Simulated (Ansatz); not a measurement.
Ideal-gas functions of GeH$_{5}$NOSi (`[NH2][Ge][O][SiH3]`) at 800 K and 1 bar, from an Ansatz frequency run at PBE0-D4/def2-TZVP.

Molar mass 135.74 g/mol, point group Cs (symmetry number 1), electronic degeneracy 1, moments of inertia 43.893, 293.995, 331.998 u Å². Harmonic wavenumbers (cm⁻¹, unscaled): 57, 80, 95, 232, 399, 489, 505, 698, 715, 725, 751, 953, 958, 982, 1008, 1542, 2197, 2217, 2221, 3578, 3704.

Use S(trans) = R[1.5 ln M + 2.5 ln T − 1.1517]; rotational temperatures θ = 24.2544 K / I; S(rot) = R[ln(√π/σ · √(T³/θAθBθC)) + 1.5]; for each mode x = 1.438777 ν̃/T, S = R[x/(eˣ − 1) − ln(1 − e⁻ˣ)] and H = RT x/(eˣ − 1); 1 cm⁻¹ = 0.0119627 kJ/mol; R = 8.31446 J/(mol·K).

Q: By hand: the entropy, in J/(mol·K).

A: Translation 190.6. Rotation: θ = 0.5526, 0.0825, 0.0731 K, giving 124.3. Vibration, mode by mode: 27.26, 24.44, 23.02, 15.64, 11.25, 9.65, 9.39, 6.95, 6.77, 6.67, 6.42, 4.78, 4.75, 4.59, 4.42, 2.07, 0.81, 0.78, 0.78, 0.10, 0.08, in all 170.6. Electronic 0.0. Sum 485.5 J/(mol·K).

Q: By hand: H − E and G − E in kJ/mol, counted from the electronic energy.

A: Zero-point energy ½ × 24106 × 0.0119627 = 144.2; thermal vibration 62.3; translation, rotation and pV give 4 RT = 26.6. H − E = 233.1 kJ/mol, and G − E = 233.1 − 800 × 485.5/1000 = -155.3 kJ/mol.

Vibration gives 35 % of the entropy, 74.7 J/(mol·K) of it from the modes under 150 cm⁻¹: soft modes count most, and the harmonic formula is weakest for them. The sum counts one conformer and one mirror image; others add a mixing term.
